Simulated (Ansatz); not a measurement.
Geometry optimisation, Ansatz, DFT PBE, scalar-relativistic, plane waves, PAW.

Input:

```yaml
crystal:
  lattice:
    - [6.573138, 0.0, 0.0]
    - [0.0, 6.573138, 0.0]
    - [0.0, 0.0, 6.573138]
  atoms:
    - { symbol: O, position: [0.8833035, 0.5580766, 0.6342973] }
    - { symbol: H, position: [0.8808012, 0.7000614, 0.6736249] }
    - { symbol: H, position: [0.8180598, 0.5565247, 0.5021858] }
    - { symbol: O, position: [0.2632681, 0.4045074, 0.8236149] }
    - { symbol: H, position: [0.2600761, 0.5177115, 0.7293427] }
    - { symbol: H, position: [0.2689845, 0.2857647, 0.7365511] }
    - { symbol: O, position: [0.4160878, 0.773975, 0.9668713] }
    - { symbol: H, position: [0.4851179, 0.7154948, 1.0831792] }
    - { symbol: H, position: [0.3077088, 0.6784128, 0.9379843] }
    - { symbol: O, position: [0.1286401, 0.041297, 0.5252489] }
    - { symbol: H, position: [0.1414705, 0.1784295, 0.4728783] }
    - { symbol: H, position: [0.0970124, -0.0395243, 0.4061683] }
    - { symbol: O, position: [0.6789232, 0.4732049, 0.1499554] }
    - { symbol: H, position: [0.7567559, 0.3505504, 0.1746649] }
    - { symbol: H, position: [0.7721192, 0.5603115, 0.0762022] }
    - { symbol: O, position: [0.6225029, 0.0257149, 0.5890639] }
    - { symbol: H, position: [0.6205726, 0.1332198, 0.4883088] }
    - { symbol: H, position: [0.5010229, -0.0524863, 0.5600845] }
    - { symbol: O, position: [0.8881997, 0.1657139, 0.8412261] }
    - { symbol: H, position: [0.7892303, 0.2737241, 0.8570834] }
    - { symbol: H, position: [0.985152, 0.2201179, 0.7445149] }
    - { symbol: O, position: [0.8069595, 1.0041628, 0.2074955] }
    - { symbol: H, position: [0.6634403, 1.0374796, 0.2096999] }
    - { symbol: H, position: [0.8115229, 0.863313, 0.2505433] }
    - { symbol: Ag, position: [0.1527632, 0.5172288, 0.2378793] }
    - { symbol: F, position: [0.2358284, 0.0699729, 0.126974] }
basis:
  ecutwfc: 420.0
kpoints:
  mp_grid: { grid: [1, 1, 1] }
hamiltonian:
  xc: pbe
scf:
  occupations: { method: fermi_dirac, width: 0.05 }
  lower_state_search: "off"
relax:
  f_tol: 0.3
  max_steps: 15
  adjacent_minimum: "off"
output:
  write_density: true
  write_potential: true
  elf: true
  volumetric_format: npy
```

Launched with:

```bash
$ ansatz run input.yaml --threads 1 --pin off --max-ram 3072MiB --backend cpu --events-out ev --progress --plain --runs-dir out
```

Q: Where does it end, and by what steps?

A: The run converged. The threshold is loose, so the end isn't yet a minimum. The force dipped under the threshold on the way, but the program's further checks kept it going. Limits of this set-up: coarse k mesh. After 14 steps the energy has fallen by 7.076 eV; O1 moved furthest, 1.22 Å. Joined: O7–Ag25, Ag25–F26.

| step | energy less start (eV) | largest force component (eV/Å) | accepted |
| --- | --- | --- | --- |
| 0 | 0.0000 | 1.069 | yes |
| 1 | -1.2136 | 1.584 | yes |
| 2 | -2.3266 | 1.666 | yes |
| 3 | -2.9511 | 1.087 | yes |
| 4 | -3.6399 | 1.952 | yes |
| 5 | -4.2837 | 2.358 | yes |
| 6 | -4.9519 | 2.277 | yes |
| 7 | -5.4322 | 1.342 | yes |
| 8 | -5.8282 | 1.585 | yes |
| 9 | -6.2096 | 1.602 | yes |
| 10 | -6.5215 | 1.230 | yes |
| 11 | -6.8000 | 1.040 | yes |
| 12 | -6.9558 | 0.954 | yes |
| 13 | -7.0765 | 0.179 | yes |
| 14 | -7.0765 | 0.179 | yes |

```xyz
26
Lattice="6.5731 0.0000 0.0000 0.0000 6.5731 0.0000 0.0000 0.0000 6.5731" Properties=species:S:1:pos:R:3
O 5.941 4.650 3.451
H 5.075 4.914 3.846
H 5.729 4.097 2.663
O 1.781 3.405 4.610
H 0.857 3.676 4.388
H 1.741 2.436 4.677
O 3.028 4.600 6.918
H 3.904 4.134 7.048
H 2.784 4.440 5.975
O 1.061 0.255 3.988
H 1.263 0.583 3.041
H 0.522 -0.550 3.813
O 5.243 3.085 0.998
H 4.912 2.263 1.438
H 5.554 2.679 0.132
O 3.804 -0.259 4.360
H 3.992 0.088 3.452
H 2.818 -0.207 4.399
O 5.650 1.697 5.289
H 4.886 1.095 5.132
H 6.411 1.205 4.885
O 4.412 7.054 1.788
H 3.601 6.731 1.337
H 5.103 6.393 1.605
Ag 1.879 2.964 1.179
F 1.620 0.964 1.651
```

Whether the end is a true minimum wasn't checked by a vibrational analysis.

Time of the run: 41 s on 1 thread of Arm Neoverse V1 (shared host), peak memory 0.4 GiB.
